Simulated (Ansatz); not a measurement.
`F[SiH2][SeH]`. Total charge 0; spin multiplicity 1. The geometry is a stationary point of PBE0-D4/def2-TZVP. It is one conformer, not always the lowest.

```xyz
6

F    -0.360   -0.644    1.648
Si    0.373    0.063    0.417
Se   -0.345   -0.725   -1.574
H     0.104    1.512    0.534
H     1.813   -0.265    0.490
H    -1.586    0.059   -1.515
```

Task: What is the dipole moment at ωB97M-V/def2-TZVPP? (An estimate is asked.)

Result: The calculation gave: 1.11 D, with components (0.18, 0.97, -0.50) D in this frame, pointing from negative to positive charge.

Task: And with PBE, r2SCAN, B3LYP? (Estimate.)

Result: Computed: PBE 1.05 D, r2SCAN 1.09 D, B3LYP 1.13 D.

Task: Give the Mulliken charges with ωB97M-V, B3LYP, PBE in def2-TZVPP. (Best estimate.)

Result: The calculation gave: 
| atom | ωB97M-V | B3LYP | PBE |
| --- | --- | --- | --- |
| F1 | -0.31 | -0.31 | -0.27 |
| Si2 | 0.46 | 0.55 | 0.47 |
| Se3 | -0.18 | -0.16 | -0.15 |
| H4 | -0.03 | -0.06 | -0.06 |
| H5 | -0.03 | -0.07 | -0.06 |
| H6 | 0.08 | 0.06 | 0.07 |

B3LYP here is the variant with VWN-RPA as its local correlation; programs differ in this.
